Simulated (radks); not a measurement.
Species: Tl34+. Configuration: [Kr] 4d10 4f1. Calculated with a radial shooting solver on a logarithmic mesh with Libxc functionals: scalar-relativistic Kohn-Sham, SCAN, spin-polarised, spherical densities, finite nucleus; open shells are filled with parallel spins first (spin-orbit coupling, left out, can overturn this in heavy ions); meta-GGA in the generalised Kohn-Sham scheme; Fermi nuclear charge, rms radius 5.4759 fm.

Normalised radial functions P(r) = r R(r), r in bohr:

r           4p up  4d down   4f up
0.001637   0.0159   0.0001  0.0000
0.002081   0.0235   0.0002  0.0000
0.002645   0.0347   0.0005  0.0000
0.003389   0.0518   0.0009  0.0000
0.004309   0.0760   0.0017  0.0000
0.005477   0.1107   0.0032  0.0000
0.006963   0.1594   0.0061  0.0001
0.008852   0.2264   0.0114  0.0001
0.01134    0.3183   0.0216  0.0003
0.01442    0.4304   0.0396  0.0008
0.01833    0.5600   0.0713  0.0020
0.0233     0.6910   0.1250  0.0045
0.02986    0.7922   0.2160  0.0106
0.03796    0.8022   0.3513  0.0236
0.04826    0.6591   0.5399  0.0504
0.06135    0.3123   0.7714  0.1034
0.07799   -0.2228   1.0003  0.2017
0.09995   -0.8187   1.1295  0.3764
0.1271    -1.1511   1.0095  0.6380
0.1615    -0.9374   0.5345  0.9862
0.2053    -0.0964  -0.2758  1.3705
0.2631     1.0652  -1.2002  1.6818
0.3345     1.8241  -1.7674  1.7516
0.4252     1.7937  -1.7285  1.5101
0.5406     1.1629  -1.1912  1.0307
0.6872     0.4909  -0.5632  0.5251
0.8806     0.1191  -0.1621  0.1761
1.119      0.0163  -0.0276  0.0374

4p up: eigenvalue -1805.2 eV, 2 radial nodes at r = 0.0711, 0.210 bohr, <r> = 0.386 bohr, 90 % of the charge inside 0.553 bohr. 4d down: eigenvalue -1552.5 eV, 1 radial node at r = 0.191 bohr, <r> = 0.391 bohr, 90 % of the charge inside 0.570 bohr. 4f up: eigenvalue -1300.0 eV, 0 radial nodes, <r> = 0.369 bohr, 90 % of the charge inside 0.553 bohr.

Empty levels of this run are not shown, since the potential may be unsettled where no density lies.
